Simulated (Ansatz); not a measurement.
C₂H₆N (SMILES C=[NH+]C), charge +1, singlet, at a GFN2-xTB geometry. Base run: SVWN5/6-31G* (Ansatz, a first-principles code).

Input for Ansatz:
Ansatz 0.2 input:
```yaml
crystal:
  periodic: [false, false, false]
  atoms:
    - {symbol: C, position_ang: [1.19670548, 0.19800153, -0.25514348]}
    - {symbol: N, position_ang: [0.15620289, -0.25883000, 0.29860321]}
    - {symbol: C, position_ang: [-1.19281822, 0.05866004, -0.04418099]}
    - {symbol: H, position_ang: [1.11956830, 0.90336850, -1.07597570]}
    - {symbol: H, position_ang: [2.18586447, -0.09844992, 0.07041593]}
    - {symbol: H, position_ang: [0.24717746, -0.92434630, 1.07269205]}
    - {symbol: H, position_ang: [-1.70467681, 0.47811026, 0.82533553]}
    - {symbol: H, position_ang: [-1.23680754, 0.76725567, -0.86945039]}
    - {symbol: H, position_ang: [-1.72786969, -0.85409755, -0.31729306]}
basis:
  gaussian:
    orbitals: 6-31G*
hamiltonian:
  xc: {name: SVWN5}
total_charge: 1
```

Each row names what was changed in the base input (with any setting that the change needs).

```json
[
 {"change": "base", "ΔE vs base (mEh)": "0.000"},
 {"change": "lower_state_search = full", "ΔE vs base (mEh)": "0.000"},
 {"change": "point_charge = charge:-1.0 position_ang:0.9168, 4.992, -1.5823", "ΔE vs base (mEh)": "-98.504"},
 {"change": "fitting.mean_field = cc-pVTZ-JKFIT", "ΔE vs base (mEh)": "-0.043"},
 {"change": "nuclear_model = gaussian", "ΔE vs base (mEh)": "0.013"},
 {"change": "final_grid = 4, 8, 17", "ΔE vs base (mEh)": "(withheld)"},
 {"change": "point_charge = charge:0.5 position_ang:3.3477, -3.5165, 1.8544", "ΔE vs base (mEh)": "53.425"},
 {"change": "final_grid = 10, 20, 41", "ΔE vs base (mEh)": "0.000"},
 {"change": "point_charge = charge:1.0 position_ang:-2.8184, 1.7597, 4.177", "ΔE vs base (mEh)": "95.700"},
 {"change": "forces = on", "ΔE vs base (mEh)": "0.000"},
 {"change": "accuracy = high", "ΔE vs base (mEh)": "0.001"}
]
```

Q: What belongs in the gaps?

A: 
- final_grid = 4, 8, 17, ΔE vs base (mEh): -0.339
